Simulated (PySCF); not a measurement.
W(F)5(OH) (F5HOW), SMILES [OH][W]([F])([F])([F])([F])[F], multiplicity 1.

Coordinates come from a B3LYP-D3(BJ)/def2-SVP optimisation. The multiplicity is an assumed one; other spin states were not compared. The isomer is the one that the SMILES or the coordinates give; other isomers of the formula were not compared. The def2 effective core potentials stand for the cores of W; spin–orbit coupling is left out. Other conformers were not sampled.

Two levels are set side by side: TDDFT-PBE/def2-SVPD (PySCF) and TDDFT-PBE0/def2-SVPD (PySCF). Vertical, same geometry. The lowest singlet is HOMO→LUMO 100 % with PBE and HOMO→LUMO 99 % with the other functional; states are paired by order. Differences are taken from unrounded values.

```csv
quantity,TDDFT-PBE0
lowest singlet excitation (eV),5.49
lowest triplet excitation (TDA) (eV),4.92
```

Task: What does TDDFT-PBE give, and how far is it from TDDFT-PBE0? (Estimate from the structure and the level; the computed values follow.)

Result: 
```
quantity                              TDDFT-PBE  TDDFT-PBE minus TDDFT-PBE0
------------------------------------  ---------  --------------------------
lowest singlet excitation (eV)             4.84                       -0.65
lowest triplet excitation (TDA) (eV)       4.60                       -0.32
```

A lower first singlet is the usual sign of a functional without exact exchange. Differences between two approximate levels are no errors against the true value.

Rough cost on one machine, each run with all the roots and properties that it gave: TDDFT-PBE0 against TDDFT-PBE about 4 times.
